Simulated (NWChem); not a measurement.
System: PbICl, singlet; SMILES [Cl][Pb][I]

Output (shortened):

```
             Northwest Computational Chemistry Package (NWChem) 7.3.0
             --------------------------------------------------------

 CS  symmetry detected

                             Geometry "geometry" -> ""
                             -------------------------

 Output coordinates in angstroms (scale by  1.889725989 to convert to a.u.)

  No.       Tag          Charge          X              Y              Z
 ---- ---------------- ---------- -------------- -------------- --------------
    1 Pb                  82.0000    -0.47039575     0.85602945     0.00000000
    2 Cl                  17.0000     1.81260761     1.88737307     0.00000000
    3 I                   53.0000     0.14637966    -1.92980674     0.00000000

 Effective nuclear repulsion energy (a.u.)    1214.9548106514

      Symmetry information
      --------------------

 Group name             Cs
 Group number              2
 Group order               2
 No. of unique centers     3

                                 NWChem DFT Module
                                 -----------------

 Summary of "ao basis" -> "ao basis" (spherical)
 ------------------------------------------------------------------------------
       Tag                 Description            Shells   Functions and Types
 ---------------- ------------------------------  ------  ---------------------
 Pb                         def2-svp                10       26   4s4p2d
 Cl                         def2-svp                 8       18   4s3p1d
 I                          def2-svp                10       26   4s4p2d

      Symmetry analysis of basis
      --------------------------

        a'         49
        a"         21

            General Information
            -------------------
          SCF calculation type: DFT
          Wavefunction type:  closed shell.
          No. of atoms     :     3
          No. of electrons :    64
           Alpha electrons :    32
            Beta electrons :    32
          Charge           :     0
          Spin multiplicity:     1
          Use of symmetry is: on ; symmetry adaption is: on
          Maximum number of iterations: 150
          AO basis - number of functions:    70
                     number of shells:    28
          Convergence on energy requested:  1.00D-06
          Convergence on density requested:  1.00D-05
          Convergence on gradient requested:  5.00D-04

              XC Information
              --------------
                     r^2SCAN0 Method XC Functional
                     Hartree-Fock (Exact) Exchange  0.250
               r^2SCAN metaGGA Exchange Functional  0.750
                     r^2SCAN Correlation Potential  1.000

             Grid Information
             ----------------
          Grid used for XC integration:  medium
          Radial quadrature: Mura-Knowles
          Angular quadrature: Lebedev.
          Tag              B.-S. Rad. Rad. Pts. Rad. Cut. Ang. Pts.
          ---              ---------- --------- --------- ---------
          Pb                  1.80      123          10.0       590
          Cl                  1.00       88          11.0       590
          I                   1.40      123          11.0       590
          Grid pruning is: on
          Number of quadrature shells:   334
          Spatial weights used:  Erf1

      Superposition of Atomic Density Guess
      -------------------------------------

 Sum of atomic energies:       -1025.81073235

      Non-variational initial energy
      ------------------------------

 Total energy =    -947.796187
 1-e energy   =   -1957.762140
 2-e energy   =     774.962036
 HOMO         =      -0.305952
 LUMO         =      -0.050013

      Symmetry analysis of molecular orbitals - initial
      -------------------------------------------------

  Numbering of irreducible representations:

     1 a'          2 a"

  Orbital symmetries:

     1 a'          2 a'          3 a'          4 a'          5 a"
     6 a'          7 a'          8 a'          9 a'         10 a"
    11 a'         12 a'         13 a"         14 a'         15 a'
    16 a"         17 a'         18 a"         19 a'         20 a'
    21 a'         22 a"         23 a"         24 a'         25 a'
    26 a'         27 a'         28 a"         29 a'         30 a"
    31 a'         32 a'         33 a"         34 a'         35 a'
    36 a'         37 a'         38 a'         39 a"         40 a"
    41 a'         42 a'

     ---------------------------------------------
      Total Density - Mulliken Population Analysis
     ---------------------------------------------

    Atom       Charge   Shell Charges
 -----------   ------   -------------------------------------------------------
    1 Pb  22    20.68   2.99 -0.94  1.22  0.68  3.38  2.60  0.42  0.27  9.74  0.32
    2 Cl  17    17.69   2.00  1.99  1.24  0.74  5.94  2.22  3.55  0.01
    3 I   25    25.63   1.83  0.22  1.24  0.68  2.92  3.14  2.73  2.87  9.83  0.18

   convergence    iter        energy       DeltaE   RMS-Dens  Diis-err
 ---------------- ----- ----------------- --------- --------- ---------
 d= 0,ls=0.0,diis     1   -950.7562547787 -1.19D+03  2.83D-02  3.42D-01
 d= 0,ls=0.0,diis     2   -950.6236495168  1.33D-01  1.56D-02  1.08D+00
 d= 0,ls=0.0,diis     3   -950.8314598276 -2.08D-01  1.07D-03  1.97D-03
 d= 0,ls=0.0,diis     4   -950.8317600928 -3.00D-04  3.12D-04  4.15D-04
 d= 0,ls=0.0,diis     5   -950.8318207391 -6.06D-05  9.03D-05  9.73D-06
  Resetting Diis
 d= 0,ls=0.0,diis     6   -950.8318221855 -1.45D-06  3.96D-05  4.63D-06
 d= 0,ls=0.0,diis     7   -950.8318230671 -8.82D-07  8.84D-06  7.28D-08

         Total DFT energy =     -950.831823067088
      One electron energy =    -1959.285535458612
           Coulomb energy =      840.130269814328
    Exchange-Corr. energy =      -66.680474303111
 Nuclear repulsion energy =      235.003916880307

 Numeric. integr. density =       64.000000397638

                  Occupations of the irreducible representations
                  ----------------------------------------------

                     irrep           alpha         beta
                     --------     --------     --------
                     a'               23.0         23.0
                     a"                9.0          9.0

                       DFT Final Molecular Orbital Analysis
                       ------------------------------------

 Vector   30  Occ=2.000000D+00  E=-2.907454D-01  Symmetry=a'
              MO Center=  4.5D-01, -1.6D-01, -3.6D-16, r^2= 6.0D+00
   Bfn.  Coefficient  Atom+Function         Bfn.  Coefficient  Atom+Function
  ----- ------------  ---------------      ----- ------------  ---------------
    56      0.443140  3 I  py                59      0.385550  3 I  py
    37     -0.290339  2 Cl px                 3     -0.264568  1 Pb s
    38      0.264712  2 Cl py                34     -0.197512  2 Cl px
    35      0.185069  2 Cl py                12     -0.183950  1 Pb py
     4     -0.182827  1 Pb s                 11      0.179811  1 Pb px

 Vector   31  Occ=2.000000D+00  E=-2.853410D-01  Symmetry=a"
              MO Center=  1.8D-01, -1.6D+00, -2.3D-16, r^2= 2.9D+00
   Bfn.  Coefficient  Atom+Function         Bfn.  Coefficient  Atom+Function
  ----- ------------  ---------------      ----- ------------  ---------------
    57      0.569958  3 I  pz                60      0.527235  3 I  pz
    54     -0.233906  3 I  pz                51     -0.189356  3 I  pz
    39     -0.150815  2 Cl pz                13      0.106324  1 Pb pz
    36     -0.101598  2 Cl pz                16      0.066361  1 Pb pz
    33     -0.059803  2 Cl pz                18      0.055905  1 Pb d -1

 Vector   32  Occ=2.000000D+00  E=-2.767064D-01  Symmetry=a'
              MO Center=  2.2D-01, -1.6D+00, -3.6D-15, r^2= 3.3D+00
   Bfn.  Coefficient  Atom+Function         Bfn.  Coefficient  Atom+Function
  ----- ------------  ---------------      ----- ------------  ---------------
    55      0.576433  3 I  px                58      0.530557  3 I  px
    52     -0.235573  3 I  px                49     -0.190566  3 I  px
    37      0.153513  2 Cl px                 3      0.133844  1 Pb s
    38      0.114505  2 Cl py                34      0.100845  2 Cl px
     1     -0.087131  1 Pb s                  4      0.082039  1 Pb s

 Vector   33  Occ=0.000000D+00  E=-1.190222D-01  Symmetry=a"
              MO Center= -3.6D-01,  7.3D-01, -6.5D-16, r^2= 4.1D+00
   Bfn.  Coefficient  Atom+Function         Bfn.  Coefficient  Atom+Function
  ----- ------------  ---------------      ----- ------------  ---------------
    13      0.614951  1 Pb pz                16      0.521937  1 Pb pz
    39     -0.222465  2 Cl pz                60     -0.216415  3 I  pz
    10     -0.201213  1 Pb pz                 7     -0.194922  1 Pb pz
    57     -0.175928  3 I  pz                36     -0.129994  2 Cl pz
    33     -0.075795  2 Cl pz                54      0.071952  3 I  pz

 Vector   34  Occ=0.000000D+00  E=-5.174920D-02  Symmetry=a'
              MO Center= -3.3D-01,  4.3D-01, -2.9D-16, r^2= 5.6D+00
   Bfn.  Coefficient  Atom+Function         Bfn.  Coefficient  Atom+Function
  ----- ------------  ---------------      ----- ------------  ---------------
    59      0.507746  3 I  py                15      0.503207  1 Pb py
    14     -0.459247  1 Pb px                12      0.419871  1 Pb py
     3     -0.399607  1 Pb s                 11     -0.371360  1 Pb px
    48      0.277863  3 I  s                 56      0.270947  3 I  py
    38     -0.238663  2 Cl py                 1      0.192778  1 Pb s

 Vector   35  Occ=0.000000D+00  E=-3.176967D-02  Symmetry=a'
              MO Center= -4.0D-01,  8.2D-01, -1.6D-16, r^2= 5.0D+00
   Bfn.  Coefficient  Atom+Function         Bfn.  Coefficient  Atom+Function
  ----- ------------  ---------------      ----- ------------  ---------------
    15      0.565049  1 Pb py                14      0.522978  1 Pb px
    37      0.391307  2 Cl px                12      0.388069  1 Pb py
    11      0.377159  1 Pb px                30     -0.318978  2 Cl s
    58     -0.214085  3 I  px                59      0.206569  3 I  py
    34      0.193399  2 Cl px                 3      0.180798  1 Pb s

     ---------------------------------------------
      Total Density - Mulliken Population Analysis
     ---------------------------------------------

    Atom       Charge   Shell Charges
 -----------   ------   -------------------------------------------------------
    1 Pb  22    21.30   3.00 -0.94  1.42  0.45  3.37  2.64  0.84  0.41  9.70  0.43
    2 Cl  17    17.38   2.00  1.99  1.23  0.76  5.93  2.09  3.37  0.01
    3 I   25    25.32   1.83  0.22  1.30  0.62  2.93  3.12  2.60  2.68  9.80  0.22

     -------------------------------------------
      Total Density - Lowdin Population Analysis
     -------------------------------------------

    Atom       Charge   Shell Charges
 -----------   ------   -------------------------------------------------------
    1 Pb  22    21.65   1.49  0.48  1.15  0.77  3.09  2.70  0.97  0.74  9.33  0.93
    2 Cl  17    17.19   2.00  1.96  1.05  0.85  5.82  2.24  3.26  0.01
    3 I   25    25.16   1.25  0.73  1.06  0.84  2.77  3.19  2.52  2.78  9.48  0.54

     Multipole analysis of the density
     ---------------------------------

     L   x y z        total         alpha         beta         nuclear
     -   - - -        -----         -----         ----         -------
     0   0 0 0     -0.000000    -32.000000    -32.000000     64.000000

     1   1 0 0     -1.593451    -23.591653    -23.591653     45.589856
     1   0 1 0      0.775845     -2.137528     -2.137528      5.050900
     1   0 0 1     -0.000000     -0.000000     -0.000000      0.000000

     2   2 0 0    -52.198891   -135.477486   -135.477486    218.756082
     2   1 1 0     -4.667799    -77.749826    -77.749826    150.831852
     2   1 0 1     -0.000000     -0.000000     -0.000000      0.000000
     2   0 2 0    -53.364825   -329.833925   -329.833925    606.303026
     2   0 1 1     -0.000000     -0.000000     -0.000000      0.000000
     2   0 0 2    -47.589837    -23.794919    -23.794919      0.000000
```

Level: r2SCAN0/def2-SVP with def2 effective core potentials on I, Pb. Low-valent species are run as closed-shell singlets; no triplet was tried in these runs. The geometry was optimised at PBE-D3(BJ)/def2-SVP. def2 effective core potentials on I, Pb; no spin-orbit coupling.

Problem. Write an input that gives this output.

Solution. This is not unique; one that fits is the input that was run:
```
start job
memory heap 200 mb stack 900 mb global 1100 mb
geometry units angstroms noautoz
  Pb    -0.478993     0.854594     0.000000
  Cl     1.797548     1.900125     0.000000
  I      0.155107    -1.927350     0.000000
end
basis spherical
  Pb library def2-svp
  Cl library def2-svp
  I library def2-svp
end
ecp
  I library def2-ecp
  Pb library def2-ecp
end
dft
  xc r2scan0
  iterations 150
  mulliken
end
task dft energy
```
